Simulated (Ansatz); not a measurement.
Ansatz (an electronic-structure program) input (B3LYP-D3(BJ)/def2-TZVP):

Ansatz 0.2 input:
```yaml
crystal:
  periodic: [false, false, false]
  atoms:
    - {symbol: As, position_ang: [1.08231339, 0.00571363, 0.02390839]}
    - {symbol: As, position_ang: [-1.09737719, -0.00445250, -0.01915535]}
basis:
  gaussian:
    orbitals: def2-TZVP
hamiltonian:
  xc: b3lyp
  dispersion: d3bj
total_charge: 1
magnetization: {spin_polarized: true, initial_magnetization: 1}
relax: {f_tol: 0.002, max_steps: 150}
```

Output:

```
Functional definition: B3LYP
integrals: 0.04 GiB planned
662 factors; integrals over basis functions are off by at most 2.4e-4 eV
mean field: 0.57 GiB planned
mean field evaluation 1: about -121674.7082 eV, gradient 1.2e1 eV
mean field evaluation 2: about -121675.1441 eV, gradient 8.2e0 eV
mean field evaluation 4: about -121675.5148 eV, gradient 3.3e-1 eV
mean field evaluation 8: about -121675.5463 eV, gradient 2.8e-3 eV
mean field evaluation 16: about -121675.5463 eV, gradient 6.4e-5 eV
mean field evaluation 32: about -121675.1617 eV, gradient 3.4e0 eV
mean field -121675.54631658 eV, -4471.4938524869 hartree, gradient 1.3e-6 eV, S^2 0.751599; 2 other end points of the search recorded, 0 dependent functions left out
the calculation of the forces begins
reference -121675.54648586 eV, -4471.4938587076 hartree; 33, 32 occupied and 63, 64 virtual orbitals, 662 factors
relax step   1: F+E_penalty+E_count = -121675.64228680 eV  Δ(F+E_penalty+E_count) = +0.000e0 eV  max|allowed force component| = 5.540e-1 eV/Å  Δτ_max = 0.0000 Å  (65 SCF iters, accepted)
these checks for a lower state are left out or cut short: starts, cluster_reference, orbital_swaps, neighbouring_geometries, increment
integrals: 0.04 GiB planned
662 factors; integrals over basis functions are off by at most 2.2e-4 eV
mean field: 0.57 GiB planned
mean field -121675.55302895 eV, -4471.4940991618 hartree, gradient 2.2e-5 eV, S^2 0.751589; 0 other end points of the search recorded, 0 dependent functions left out
the calculation of the forces begins
reference -121675.55319856 eV, -4471.4941053951 hartree; 33, 32 occupied and 63, 64 virtual orbitals, 662 factors
relax step   2: F+E_penalty+E_count = -121675.64891084 eV  Δ(F+E_penalty+E_count) = -6.624e-3 eV  max|allowed force component| = 1.028e-1 eV/Å  Δτ_max = 0.0151 Å  (39 SCF iters, accepted)
these checks for a lower state are left out or cut short: starts, cluster_reference, orbital_swaps, neighbouring_geometries, increment
integrals: 0.04 GiB planned
662 factors; integrals over basis functions are off by at most 2.3e-4 eV
mean field: 0.57 GiB planned
mean field -121675.55327148 eV, -4471.4941080747 hartree, gradient 1.9e-5 eV, S^2 0.751590; 0 other end points of the search recorded, 0 dependent functions left out
the calculation of the forces begins
reference -121675.55344104 eV, -4471.4941143058 hartree; 33, 32 occupied and 63, 64 virtual orbitals, 662 factors
relax step   3: F+E_penalty+E_count = -121675.64916811 eV  Δ(F+E_penalty+E_count) = -2.573e-4 eV  max|allowed force component| = 2.071e-3 eV/Å  Δτ_max = 0.0024 Å  (33 SCF iters, accepted)
these checks for a lower state are left out or cut short: starts, cluster_reference, orbital_swaps, neighbouring_geometries, increment
integrals: 0.04 GiB planned
662 factors; integrals over basis functions are off by at most 2.3e-4 eV
mean field: 0.57 GiB planned
mean field -121675.55327128 eV, -4471.4941080674 hartree, gradient 9.9e-6 eV, S^2 0.751590; 0 other end points of the search recorded, 0 dependent functions left out
the calculation of the forces begins
reference -121675.55344084 eV, -4471.4941142985 hartree; 33, 32 occupied and 63, 64 virtual orbitals, 662 factors
relax step   4: F+E_penalty+E_count = -121675.64916821 eV  Δ(F+E_penalty+E_count) = -1.031e-7 eV  max|allowed force component| = 9.863e-6 eV/Å  Δτ_max = 0.0000 Å  (29 SCF iters, accepted)
integrals: 0.04 GiB planned
662 factors; integrals over basis functions are off by at most 2.3e-4 eV
mean field: 0.57 GiB planned
mean field evaluation 64: about -121675.5533 eV, gradient 2.7e-3 eV
mean field -121675.55327128 eV, -4471.4941080674 hartree, gradient 9.9e-6 eV, S^2 0.751590; 4 other end points of the search recorded, 0 dependent functions left out
the calculation of the forces begins
reference -121675.55344084 eV, -4471.4941142985 hartree; 33, 32 occupied and 63, 64 virtual orbitals, 662 factors
Total energy: -121675.64933777 eV, -4471.4976384457 hartree
Atom 0 at     1.094947     0.005773     0.024158 Å, force     0.000010     0.000000     0.000000 eV/Å
Atom 1 at    -1.110011    -0.004511    -0.019405 Å, force    -0.000010    -0.000000    -0.000000 eV/Å
Dipole moment:     0.000000    -0.000000     0.000000 e Å
```
